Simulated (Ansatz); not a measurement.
`[SiH3][SiH2][GeH2][SiH3]` and `[SiH3][GeH2][SiH2]Cl` differ in one atom or group.

Ansatz, PBE0-D4/def2-TZVP geometries, multiplicity 1. Each molecule was computed in one conformer, which needn't be the lowest.

Scalar relativity is left out up to krypton.

```json
{"property": "LUMO energy (PBE/def2-TZVPP) / eV", "`[SiH3][SiH2][GeH2][SiH3]`": "-1.10"}
{"property": "HOMO–LUMO gap (PBE0/def2-TZVPP) / eV", "`[SiH3][SiH2][GeH2][SiH3]`": "7.53"}
{"property": "HOMO energy (PBE/def2-TZVPP) / eV", "`[SiH3][SiH2][GeH2][SiH3]`": "-6.81"}
{"property": "HOMO energy (ωB97M-V/def2-TZVPP) / eV", "`[SiH3][SiH2][GeH2][SiH3]`": "-9.76"}
{"property": "HOMO–LUMO gap (PBE/def2-TZVPP) / eV", "`[SiH3][SiH2][GeH2][SiH3]`": "5.71"}
{"property": "ideal-gas entropy at 298 K and 1 bar (rigid rotor, harmonic PBE0-D4/def2-TZVP) / J/(mol·K)", "`[SiH3][SiH2][GeH2][SiH3]`": "431"}
```

Task: What does the change do to each property? (Best estimate.)

Result: The calculation gave: 
```
                                                                                  property  `[SiH3][GeH2][SiH2]Cl`  shift
                                                         LUMO energy (PBE/def2-TZVPP) / eV                   -1.36  -0.26
                                                      HOMO–LUMO gap (PBE0/def2-TZVPP) / eV                    7.38  -0.15
                                                         HOMO energy (PBE/def2-TZVPP) / eV                   -6.83  -0.02
                                                     HOMO energy (ωB97M-V/def2-TZVPP) / eV                   -9.90  -0.14
                                                       HOMO–LUMO gap (PBE/def2-TZVPP) / eV                    5.47  -0.24
ideal-gas entropy at 298 K and 1 bar (rigid rotor, harmonic PBE0-D4/def2-TZVP) / J/(mol·K)                     402    -29
```

With PBE0 the HOMO falls by 0.10 eV and the LUMO falls by 0.25 eV, so the gap narrows by about 0.15 eV. PBE moves the HOMO by -0.02 eV and ωB97M-V by -0.14 eV. The zero-point energy changes by -60.1 kJ/mol with -9 modes. Modes under 60 cm⁻¹, often nearly free rotors, make the harmonic entropy too high.

Positive LUMOs are unbound, so they and the gaps depend on the basis.
